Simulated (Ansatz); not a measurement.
Cost and result for the atomization energy of CH₆GaNS, SMILES `[NH2][GaH][CH2]S` (10 atoms, 9 bonds).

```xyz
10

N    -0.7533   -0.6099    1.8403
Ga    0.3470    0.2261    0.6654
C     0.3991   -0.4036   -1.2005
S    -0.3811    0.9404   -2.1517
H    -1.3384   -1.3938    1.6071
H    -0.9366   -0.2718    2.7694
H     1.1409    1.4827    1.1488
H    -0.2573   -1.2649   -1.3355
H     1.3754   -0.6507   -1.6156
H     0.4043    1.9456   -1.7278
```

The species carries charge 0 and has multiplicity 1. Correlated methods include outer-core shells of Ga, which these sets cover unevenly. Scalar relativity is left out up to krypton. Geometry: relaxed with PBE0-D4/def2-TZVP. It is one conformer, not always the lowest. Program: Ansatz. All runs use 4 threads of an Arm Neoverse V2 on a shared host. Times are those of one run each, without the atoms' runs, and a repeat can differ threefold. Electronic energies, without spin–orbit coupling; frozen cores. CCSD(T)/CBS adds CCSD(T) − MP2 in def2-TZVPP to the MP2 limit, and its time is that of the two runs behind it. T1 = 0.013. With those shells the extrapolation isn't a true limit. B3LYP takes the VWN-RPA correlation (the form of Gaussian; ORCA's B3LYP/G). HSE06 is the plane-wave form, built on full-range PBE exchange.

CCSD(T)/CBS is a level of theory with its own doubt, some kJ/mol a heavy atom from the limit and from the frozen cores, so smaller differences don't rank the functionals.

```tsv
level	functions	wall time	atomization (kJ/mol)	difference from CCSD(T)/CBS	per bond
LDA (SPW92)/def2-TZVPP	236	1.2 s	3623.2	454.2	50.5
revPBE-D4/def2-TZVPP	236	2 s	3122.2	-46.8	-5.2
PBE0-D4/def2-TZVPP	236	3.1 s	3148.3	-20.7	-2.3
HSE06-D4/def2-TZVPP	236	3.4 s	3150.4	-18.6	-2.1
CAM-B3LYP-D4/def2-TZVPP	236	3.5 s	3159.5	-9.5	-1.1
B3LYP-D4/def2-TZVPP (with forces)	236	4.6 s	3143.3	-25.7	-2.8
r2SCANh-D4/def2-TZVPP	236	5.5 s	3136.3	-32.7	-3.6
PBE-QIDH/def2-TZVPP	236	5.5 s	3129.9	-39.1	-4.3
CCSD(T)/def2-SVP	108	5.5 s	2941.6	-227.4	-25.3
B97M-V/def2-TZVPP	236	9 s	3163.8	-5.2	-0.6
MP2/def2-QZVPP	453	21 s	3161.5	-7.5	-0.8
CCSD(T)/def2-TZVPP	236	2.3 min	3080.5	-88.5	-9.8
CCSD(T)/CBS(def2)	–	2.6 min	3169.0	0.0	0.0
```

From PBE to PBE0 (25 % exact exchange), in def2-TZVPP and without D4, the atomization energy moves by −49.0 kJ/mol: exact exchange takes away binding that semilocal exchange gives to molecules. In def2-TZVPP, CCSD(T) changes the Hartree–Fock value by +891.8 kJ/mol (the triples alone add +50.1 kJ/mol) and MP2 by +920.4 kJ/mol; breaking electron pairs costs correlation energy, which Hartree–Fock lacks. The D4 term adds +34.2 kJ/mol with B3LYP and +17.9 kJ/mol with PBE0; it sums over pairs of atoms, weighted by their polarisabilities, and B3LYP, whose exchange is more repulsive, gets the larger term.
